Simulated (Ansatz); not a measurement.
Ansatz (a quantum-chemistry and plane-wave program) input (B97M-V/def2-TZVPD):

Ansatz 0.2 input:
```yaml
crystal:
  periodic: [false, false, false]
  atoms:
    - {symbol: B, position_ang: [-0.04148660, 0.12223230, 0.01772511]}
    - {symbol: C, position_ang: [1.51489300, -0.21010394, 0.03907455]}
    - {symbol: C, position_ang: [-1.09242680, -1.06746488, -0.09617547]}
    - {symbol: N, position_ang: [-0.46923955, 1.43298583, -0.02110676]}
    - {symbol: H, position_ang: [1.72294395, -0.93365779, 0.83268866]}
    - {symbol: H, position_ang: [1.79547416, -0.69182194, -0.90267454]}
    - {symbol: H, position_ang: [2.15502148, 0.66000086, 0.18026650]}
    - {symbol: H, position_ang: [-2.13141603, -0.74255864, -0.13516338]}
    - {symbol: H, position_ang: [-0.88249984, -1.66369203, -0.98908436]}
    - {symbol: H, position_ang: [-0.96771937, -1.73675185, 0.76070688]}
    - {symbol: H, position_ang: [-0.73449182, 2.13183212, 0.65498755]}
basis:
  gaussian:
    orbitals: def2-TZVPD
hamiltonian:
  xc: {name: B97M-V}
magnetization: {spin_polarized: true, initial_magnetization: 1}
output: {forces: true}
```

Output:

```
Functional definition: B97M-V
integrals: 0.11 GiB planned
1049 factors; their error is unknown
mean field: 1.38 GiB planned
mean field evaluation 1: about -4343.6762 eV, gradient 5.1e1 eV
mean field evaluation 2: about -4333.4813 eV, gradient 6.4e1 eV
mean field evaluation 4: about -4355.7234 eV, gradient 3.8e0 eV
mean field evaluation 8: about -4355.7664 eV, gradient 3.8e-1 eV
mean field evaluation 16: about -4355.7669 eV, gradient 8.3e-5 eV
mean field -4355.76685048 eV, -160.0714793102 hartree, gradient 8.4e-5 eV, S^2 0.756734; 0 other end points of the search recorded, 0 dependent functions left out
the calculation of the forces begins
reference -4355.76692386 eV, -160.0714820069 hartree; 16, 15 occupied and 195, 196 virtual orbitals, 1049 factors
Total energy: -4355.76692386 eV, -160.0714820069 hartree
Atom 0 at    -0.041487     0.122232     0.017725 Å, force     0.059625    -0.192154     0.062984 eV/Å
Atom 1 at     1.514893    -0.210104     0.039075 Å, force    -0.085563     0.023107    -0.018475 eV/Å
Atom 2 at    -1.092427    -1.067465    -0.096175 Å, force     0.057020     0.069623    -0.013153 eV/Å
Atom 3 at    -0.469240     1.432986    -0.021107 Å, force    -0.065702     0.185660     0.087400 eV/Å
Atom 4 at     1.722944    -0.933658     0.832689 Å, force    -0.017201     0.087301    -0.110986 eV/Å
Atom 5 at     1.795474    -0.691822    -0.902675 Å, force    -0.019060     0.051498     0.129079 eV/Å
Atom 6 at     2.155021     0.660001     0.180266 Å, force    -0.069936    -0.121167    -0.019299 eV/Å
Atom 7 at    -2.131416    -0.742559    -0.135163 Å, force     0.129288    -0.056758     0.005608 eV/Å
Atom 8 at    -0.882500    -1.663692    -0.989084 Å, force    -0.035240     0.057310     0.122120 eV/Å
Atom 9 at    -0.967719    -1.736752     0.760707 Å, force    -0.019399     0.076906    -0.118840 eV/Å
Atom 10 at    -0.734492     2.131832     0.654988 Å, force     0.066169    -0.181326    -0.126437 eV/Å
Dipole moment:    -0.005190    -0.020508     0.219010 e Å
```

It need not be the lowest isomer of its formula.
